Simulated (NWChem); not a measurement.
System: C2H5NOSi; SMILES C#C[Si@H](N)O

```xyz
10

C      0.0650     2.5385     0.1460
C      0.0623     1.3384    -0.0595
Si     0.0838    -0.4765    -0.3835
N     -1.4258    -1.0386     0.2106
O      1.3751    -1.2173     0.3537
H      0.0697     3.5993     0.3246
H      0.3388    -0.7294    -1.8239
H     -2.1542    -0.3877     0.4755
H     -1.7877    -1.9607     0.0005
H      1.3641    -1.1999     1.3160
```
Atoms are numbered in this order, from 1.

Computed with NWChem. Pople sets run with spherical d functions. Geometry: optimised at PBE0/def2-SVP. Atomic charges in e: unrestrained fits to the electrostatic potential beside Mulliken populations; buried atoms are poorly determined by the fit.

For level B3LYP/def2-SVP:

| Quantity | Result |
|---|---|
| Mulliken C2 | 0.00 |
| ESP Si3 | 1.07 |
| Mulliken Si3 | 0.67 |
| ESP N4 | -0.95 |
| Mulliken N4 | -0.36 |
| ESP O5 | -0.69 |
| Mulliken O5 | -0.38 |

Estimate the same quantities for level Hartree-Fock/6-31G*.

The Mulliken C2 is -0.33. The ESP Si3 is 1.33. The Mulliken Si3 is 1.16 and the ESP N4 is -1.17. The Mulliken N4 is -1.08 and the ESP O5 is -0.82. The Mulliken O5 is -0.88.
